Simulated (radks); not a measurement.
Task: Er IV, configuration [Xe] 4f10 6p1 (not the ground configuration). Calculated with a radial shooting solver on a logarithmic mesh with Libxc functionals: Dirac Kohn-Sham, PBEsol, spin-unpolarised, spherical densities, finite nucleus; open shells are shared between the two j in proportion to 2j + 1; Fermi nuclear charge, rms radius 5.2516 fm.

Spin-orbit splittings of the eigenvalues, e(l+1/2) - e(l-1/2), with zeta = 2 splitting/(2l+1) and mean radii in bohr:

| shell | occ. | splitting (eV) | zeta (eV) | <r> j=l-1/2 | <r> j=l+1/2 |
|---|---|---|---|---|---|
| 2p | 6 | 916.2 | 610.8 | 0.07149 | 0.07876 |
| 3p | 6 | ? | ? | 0.2147 | 0.2284 |
| 3d | 10 | 42.04 | 16.82 | 0.2013 | 0.2056 |
| 4p | 6 | 43.67 | 29.11 | 0.5158 | 0.5469 |
| 4d | 10 | 7.993 | 3.197 | 0.5734 | 0.5843 |
| 4f | 10 | 1.230 | 0.3513 | 0.7239 | 0.7339 |
| 5p | 6 | 6.406 | 4.271 | 1.327 | 1.414 |
| 6p | 1 | 1.062 | 0.7082 | 3.276 | 3.431 |

Estimate the 3p splitting.

Result: 192.3 eV (zeta = 128.2 eV).
